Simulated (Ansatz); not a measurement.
Calculated with Ansatz (gas phase, PBE0-D4/def2-TZVP geometries, no zero-point term in ΔE). CCSD(T)/CBS adds triple-zeta CCSD(T) − MP2 to the extrapolated MP2 energy (def2 sets, frozen cores). DFT in def2-TZVPP. B3LYP here is the variant with VWN-RPA as its local correlation; programs differ in this.

`C/[C]([AlH2])=C\[SiH3]` → `C[C@H]1[AlH][Si@@H]1C`  (isomerisation)

Is it downhill or uphill in electronic energy at CCSD(T)/CBS, and by how much? (Estimate.)

Ansatz gave: Uphill: ΔE = +2.5 kcal/mol.

What do these levels give: r2SCAN-D4, B3LYP-D4, ωB97X-V, r2SCAN, PBE0, HF/def2-TZVPP, MP2/def2-TZVPP, SCS-MP2/def2-TZVPP, HF/def2-QZVPP, MP2/def2-QZVPP, HF/CBS(def2), CCSD/CBS(def2)? (An estimate is asked.)

The calculation gave: r2SCAN-D4 -1.4, B3LYP-D4 5.3, ωB97X-V 2.0, r2SCAN -1.5, PBE0 -3.7, HF/def2-TZVPP 13.1, MP2/def2-TZVPP 1.7, SCS-MP2/def2-TZVPP 5.1, HF/def2-QZVPP 13.4, MP2/def2-QZVPP 1.5, HF/CBS(def2) 13.4, CCSD/CBS(def2) 3.3 kcal/mol.

Largest T1 diagnostic among the species: 0.012.

The D4 term adds +0.8 kcal/mol with B3LYP and +0.4 kcal/mol with PBE0; it sums over pairs of atoms, weighted by their polarisabilities, and B3LYP, whose exchange is more repulsive, gets the larger term. In def2-TZVPP, CCSD(T) changes the Hartree–Fock value by −9.9 kcal/mol (the triples alone add −0.8 kcal/mol) and MP2 by −11.3 kcal/mol.
